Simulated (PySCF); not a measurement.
F₄Se, SMILES F[Se+](F)(F)F, charge +1, multiplicity 2. Geometry optimised at PBE-D3(BJ)/def2-SVP.

Calculation: PBE-D3(BJ)/def2-SVP (PySCF).

Harmonic wavenumbers (cm⁻¹): 163, 170, 255, 281, 302, 568, 571, 737, 751. Rotational constants (GHz): 4.696, 3.198, 2.804; symmetry number 2.

Problem. Work out the zero-point energy and the ideal-gas rigid-rotor harmonic-oscillator thermochemistry at 298.15 K and 1 atm.

Solution. ZPE = ½ Σ hcν = ½ × 3798 cm⁻¹ = 5.43 kcal/mol. H − E(el) = 9.76 kcal/mol. Entropy in cal/(mol K): translation 41.02, rotation 25.06, vibration 11.11, spin 1.38, total 78.57. G − E(el) = -13.67 kcal/mol. Cp = 20.54 cal/(mol K).
